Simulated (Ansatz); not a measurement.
Born–Oppenheimer molecular dynamics of CH$_{5}$FOS$_{2}$Si (11 atoms, charge 0, multiplicity 1). It starts from a relaxed structure.

All numbers below come from RKS B3LYP-D4/STO-3G (Ansatz).

```
ensemble                      : NVE (velocity Verlet)
time step                     : 0.5 fs
steps asked                   : 400
starting velocities drawn for : 500 K
seed                          : 97698
```

First frame:

```xyz
11
Properties=species:S:1:pos:R:3
O 1.268 -1.000 0.818
C -0.001 -0.513 0.227
S -0.626 -1.723 -1.049
S -1.139 -0.282 1.666
Si 0.193 1.220 -0.625
F -0.656 2.247 0.370
H 1.815 -1.255 -0.018
H -0.793 -2.742 -0.160
H -1.189 1.083 1.418
H 1.579 1.640 -0.670
H -0.386 1.270 -1.954
```

Question: How far do the bonds stretch over the last three quarters of this one trajectory? (Pairs bonded in most of those frames.)

Answer: 
| bond | mean (Å) | spread (Å) | shortest | longest |
| --- | --- | --- | --- | --- |
| O1–C2 | 1.486 | 0.041 | 1.41 | 1.58 |
| O1–H7 | 1.034 | 0.018 | 1.00 | 1.06 |
| C2–S3 | 1.864 | 0.025 | 1.82 | 1.91 |
| C2–S4 | 1.857 | 0.030 | 1.78 | 1.90 |
| C2–Si5 | 1.942 | 0.037 | 1.86 | 2.02 |
| S3–H8 | 1.364 | 0.004 | 1.36 | 1.37 |
| S4–H9 | 1.383 | 0.011 | 1.36 | 1.41 |
| Si5–F6 | 1.661 | 0.036 | 1.59 | 1.72 |
| Si5–H10 | 1.451 | 0.012 | 1.43 | 1.47 |
| Si5–H11 | 1.452 | 0.013 | 1.43 | 1.48 |

Mean temperature of the second half: 250 K. The conserved energy stayed within 0.095 meV per atom of its start (net change 0.059 meV per atom), so the integration is sound. Over the second half the temperature averaged 0.50 of the 500 K drawn at the start: a run that starts near a minimum puts about half its kinetic energy into the potential. A run of 0.2 ps of so small a system gives no equilibrium averages. Limits of this set-up: minimal basis.

Time of the run: 12 min on 1 thread of Intel(R) Xeon(R) 6975P-C (Granite Rapids) (shared host), peak memory 0.15 GiB.
